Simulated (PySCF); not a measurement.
# What a mistake does to a calculation on BGeH4OSi

Calculated results; nothing here was measured. They come from PySCF 2.14.0, an open-source quantum chemistry program, on an isolated molecule that a program drew, which may never have been made. The molecule is BGeH4OSi (charge 0, doublet), drawn as the SMILES string `O=[SiH][BH][GeH2]`.

Each row is a Hartree-Fock (HF) and frozen-core CCSD(T) single point in the cc-pV(D+d)Z basis, meant for a local HF minimum. Run 1 is clean. Each other run has one planted mistake out of seven kinds, and not every kind appears here: one electron removed, one electron added, multiplicity raised by two, geometry at a saddle point, minimal basis STO-3G, one bond length entered in bohr, all coordinates scaled. The reference is restricted for singlets and unrestricted otherwise, and also for a bond in bohr. Adding or removing an electron swaps singlet and doublet. Electrons count all cores. HOMO and LUMO are orbital energies over both spins, the gradient is its largest component, and the lowest frequency (negative if imaginary) is given only where the gradient is small. Bond lengths are over the 7 bonds as drawn. T1 is the CCSD diagnostic: over 0.02 (restricted) or 0.045 (unrestricted) a single reference is doubtful. Germanium has the cc-pVDZ-PP basis, with a core potential (ECP10MDF) in place of its 10 inner electrons, and its 3s, 3p and 3d shells are frozen in CCSD(T).

Geometry of the clean run:
```xyz
8
BGeH4OSi, angstrom
O     0.3671   -0.4494   -0.3482
Si   -0.4828   -1.0109   -1.4581
B    -2.0038    0.0117   -2.2937
Ge   -2.3663    1.8272   -1.6017
H    -0.2364   -2.3694   -1.9995
H    -2.6871   -0.4215   -3.1751
H    -1.5905    2.5153   -0.4894
H    -3.4805    2.7323   -2.1256
```

```
run  electrons  basis functions  <S^2>  HOMO (eV)  LUMO (eV)  gradient (hartree/bohr)  lowest frequency (cm^-1)  mean bond (Å)  longest bond (Å)      T1  HF (hartree)  CCSD(T) (hartree)                          mistake
  1         63               94  0.763      -8.70      -0.51                  8.0e-06                        66         1.6036             2.014  0.0221    -684.13030         -684.63256                         no fault
  2         63               94  0.758      -9.01      -0.57                  1.2e-01                         -         1.4978             1.881  0.0188    -684.08746         -684.57724           all coordinates scaled
  3         63               94  1.251      -8.46      -0.41                  3.0e-02                         -         1.8549             3.735  0.0671    -684.02653         -684.50792  one bond length entered in bohr
  4         62               94  0.000     -15.68      -7.30                  5.3e-02                         -         1.6036             2.014  0.0290    -683.83713         -684.32272                                ?
  5         63               94  3.779      -6.32      -0.06                  1.4e-01                         -         1.6036             2.014  0.0551    -684.05008         -684.51697                                ?
```

**Which mistake was planted in run 4, and what did it cost?**

It counts 62 electrons, one fewer than the clean run, at the same geometry and basis. So the mistake is: one electron removed. Subtracting run 1 and multiplying by 627.51 kcal/mol a hartree, the energy moved by 184.0 kcal/mol in HF and 194.4 kcal/mol in CCSD(T).

**Which mistake was planted in run 5, and what did it cost?**

Electrons, basis and geometry are unchanged, and <S^2> is 3.779, beside S(S+1) = 3.75 for a multiplicity of 4. So the mistake is: multiplicity raised by two. Subtracting run 1 and multiplying by 627.51 kcal/mol a hartree, the energy moved by 50.3 kcal/mol in HF and 72.5 kcal/mol in CCSD(T).

Cautions from the logs. Run 3: T1 is over the limit, so its CCSD(T) energy is less reliable; run 4: T1 is over the limit, so its CCSD(T) energy is less reliable; run 5: T1 is over the limit, so its CCSD(T) energy is less reliable.
